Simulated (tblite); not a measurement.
Compound: C4H11FO2Si.
SMILES with atom numbers: `[CH3:1][O:2][C@@H:3]([F:4])[C@@H:5]([CH3:6])[O:7][SiH3:8]` (hydrogens: H9, H10, H11 on C1; H12 on C3; H13 on C5; H14, H15, H16 on C6; H17, H18, H19 on Si8)

Computed geometry: GFN2-xTB, gas phase.

Problem. What internal coordinates does the optimisation give?

Solution. 
```json
{"bond": "C1–O2", "length (bohr)": "2.678"}
{"bond": "O2–C3", "length (bohr)": "2.581"}
{"bond": "C3–F4", "length (bohr)": "2.616"}
{"bond": "C3–C5", "length (bohr)": "2.900"}
{"bond": "C5–C6", "length (bohr)": "2.883"}
{"bond": "C5–O7", "length (bohr)": "2.612"}
{"bond": "O7–Si8", "length (bohr)": "3.072"}
{"bond": "C1–H9, C1–H10, C1–H11", "length (bohr)": "2.063"}
{"bond": "C3–H12", "length (bohr)": "2.091"}
{"bond": "C5–H13", "length (bohr)": "2.083"}
{"bond": "C6–H14, C6–H15, C6–H16", "length (bohr)": "2.053"}
{"bond": "Si8–H17, Si8–H18, Si8–H19", "length (bohr)": "2.762"}
```

Bonds in one row agree within 0.02 bohr and their mean is given. A selection of angles:
```json
{"angle": "C1–O2–C3", "degrees": "115.2"}
{"angle": "O2–C3–F4", "degrees": "110.3"}
{"angle": "O2–C3–C5", "degrees": "108.4"}
{"angle": "F4–C3–C5", "degrees": "109.7"}
{"angle": "C3–C5–C6", "degrees": "110.8"}
{"angle": "C3–C5–O7", "degrees": "111.5"}
{"angle": "C6–C5–O7", "degrees": "109.5"}
{"angle": "C5–O7–Si8", "degrees": "130.7"}
```

Dihedral angles: C1–O2–C3–F4 59° (synclinal); O2–C3–C5–C6 180° (antiperiplanar); C3–C5–O7–Si8 34° (synclinal).

Si8 (oxygen-bound silicon) has angles from 95.9° to 114.2°. Of the pairs four or more bonds apart, O2···Si8 is among the closest relative to their van der Waals radii: 2.76 Å, 76 % of the sum of Bondi's values. O7 (silyl ether oxygen) is bent (angle 130.7°). The 3 C–O bonds span 1.366 Å (O2–C3, drawn single) to 1.417 Å (C1–O2, drawn single), a spread of 0.051 Å.

Point group: C1 (no symmetry element, even within 0.4 Å). Its GFN2-xTB frequencies are all real (lowest 74 cm⁻¹). One conformer, not necessarily the lowest. 3 starts were optimised and ended at 0.00, 0.38 and 0.42 kcal/mol (GFN2-xTB); the lowest of these is shown.
